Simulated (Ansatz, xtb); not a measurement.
## Ligand exchange: GeH3Br + SiH2(SiH3)Cl → GeH3Cl + SiH2(SiH3)Br

Gas-phase species: GeH3Br `[GeH3][Br]`, singlet; SiH2(SiH3)Cl, singlet; GeH3Cl (chlorogermane) `[Cl][GeH3]`, singlet; SiH2(SiH3)Br, singlet. The partners trade Br for Cl: Ge–Br and Si–Cl bonds give way to Ge–Cl and Si–Br.

Shapes, held fixed at every level: PBE0-D4/def2-TZVP. Programs: Ansatz 0.2.0, xtb 6.7.1. The zero-point and thermal change to 298 K, harmonic and unscaled (PBE0-D4/def2-TZVP), is -0.1 kJ/mol.

| level | kind | ΔH(298 K) (kJ/mol) | less CCSD(T)/def2-TZVPP |
| --- | --- | --- | --- |
| GFN0-xTB | semi-empirical | +18.1 | +9.8 |
| HF/def2-SVP | Hartree–Fock | +7.6 | -0.7 |
| PBE-D4/def2-TZVPP | GGA | +8.6 | +0.3 |
| r2SCAN-D4/def2-TZVPP | meta-GGA | +9.0 | +0.7 |
| B3LYP-D4/def2-TZVPP | global hybrid | +9.7 | +1.4 |
| B2PLYP/def2-TZVPP | double hybrid | +9.4 | +1.1 |
| CCSD/def2-TZVPP | coupled cluster or CI | +8.6 | +0.3 |
| CCSD(T)/def2-TZVPP | coupled cluster or CI | +8.3 | 0.0 |

The highest level, CCSD(T)/def2-TZVPP, gives ΔH(298 K) = +8.3 kJ/mol; the levels span +7.6 to +18.1. The column of differences is taken from that level and isn't an error. No measured value is set beside it here. Relativity is left out for Br, Ge. Outer-core shells of Br, Ge are correlated, in sets that cover them unevenly.
